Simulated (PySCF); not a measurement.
# Effect of structural changes

Computed, not measured: PySCF, quadratic response CAM-B3LYP/aug-cc-pVDZ first hyperpolarisability, Taylor convention, gas phase. Geometry: PBE0-D3(BJ)/def2-SVP.

Each molecule in one low-energy conformer.

Task: How does the norm of the vector part βᵢ = ⅓ Σⱼ (βᵢⱼⱼ + βⱼᵢⱼ + βⱼⱼᵢ) of the static first hyperpolarisability change along this series?
- C=C(Cl)/C(Cl)=C/[SiH3] (H replaced by SiH3)
- C=C(Cl)/C(Cl)=C/C (H replaced by CH3)
- C=C(Cl)/C(Cl)=C\C=O (H replaced by CHO)
- C=C(Cl)/C(Cl)=C/OC (H replaced by OCH3)
- C#C/C=C(\Cl)C(=C)Cl (H replaced by ethynyl)
- C=C(Cl)/C(Cl)=C\B(C)C (H replaced by B(CH3)2)

Result: 
```csv
molecule,static β vector norm (au),static β HRS (au),S1 (eV)
C=C(Cl)/C(Cl)=C/[SiH3],122,47,5.25
C=C(Cl)/C(Cl)=C/C,211,82,5.46
C=C(Cl)/C(Cl)=C\C=O,260,110,3.63
C=C(Cl)/C(Cl)=C/OC,482,204,5.10
C#C/C=C(\Cl)C(=C)Cl,159,67,4.64
C=C(Cl)/C(Cl)=C\B(C)C,130,52,5.22
```
The norm of the vector part βᵢ = ⅓ Σⱼ (βᵢⱼⱼ + βⱼᵢⱼ + βⱼⱼᵢ) of the static first hyperpolarisability is lowest for C=C(Cl)/C(Cl)=C/[SiH3] and highest for C=C(Cl)/C(Cl)=C/OC.
